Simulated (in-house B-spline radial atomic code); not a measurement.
## Sc X (Sc9+): [Ne] 3s2

All numbers are computed (non-relativistic Hartree-Fock, spin-polarised, averaged over the determinants with the given up and down occupations; point nucleus) with a radial B-spline atomic code at the basis-set limit, not measured.

Screening seen three ways: the hydrogenic charge with the same mean radius, Z_r = [3n² - l(l+1)]/(2<r>), the one with the same energy, Z_e = n√(-2ε), and Slater's rules. Values are occupation-weighted means over spin.

```tsv
shell	electrons	ε (eV)	<r> (bohr)	Z_r	Z_e	Slater
1s	2	-4722.3	0.07349	20.41	18.63	20.70
2s	2	-714.72	0.3396	17.67	14.50	16.85
2p	6	-622.35	0.3041	16.44	13.53	16.85
3s	2	-222.02	0.9381	14.39	12.12	11.85
```

The least bound orbital is 3s at -222 eV, and it is also the most diffuse (<r> = 0.9381 bohr).
